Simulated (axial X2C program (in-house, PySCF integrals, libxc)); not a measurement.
## Correcting the dissociation energy of MnF⁺ for spin–orbit coupling

A spin-free CCSD(T) curve (one-electron X2C) was computed with an in-house relativistic program for diatomic molecules, basis Mn dyall-cv3z [9s10p6d3f2g], F dyall-av3z [7s6p3d2f] (cores contracted in-house), for the state M_S = 5/2, Λ = 0 (beyond evenly filled blocks: σα, π+α, π-α, δ+α, δ-α). It gives D0 = 3.826 eV to Mn+ + F, which in a spin-free picture are the weighted means of the ground terms.

Correlated methods: 13 electrons correlated (number of frozen shells: Mn 3 s, 2 p; F 1 s), 261 virtual spin orbitals or spinors in MP2, 90 natural virtuals in coupled cluster.

Measured levels of the ground terms (NIST Handbook of Basic Atomic Spectroscopic Data), in cm⁻¹: Mn+ 7S: J = 3 at 0; F 2P: J = 3/2 at 0, J = 1/2 at 404.1.

The molecular state has Λ = 0, so it has no first-order lowering.

Question: How far does each ground level lie under the (2J+1)-weighted mean of its term?

Answer: Mn+: a single level, 0; F: (4 × 0 + 2 × 404.1)/6 = 135 cm⁻¹.

Question: Correct D0.

Answer: D0 = 3.826 + (0 − 135)/8065.5 = 3.809 eV at CCSD(T) with these spin–orbit terms.

Second-order spin–orbit effects in the molecule, which grow quickly with Z, are left out. The state is one determinant whose occupation by symmetry is held fixed; it was picked as the lowest of a PBE0 search that is not exhaustive. De is counted from the lowest determinant-based energies of the atoms at the same level, without counterpoise correction. Coupled cluster ran in a truncated set of natural virtual spinors; the MP2 energy of the rest was added. (T) has no such correction and the atoms are truncated less, which lowers De at CCSD(T) by a hundredth of an eV or more.
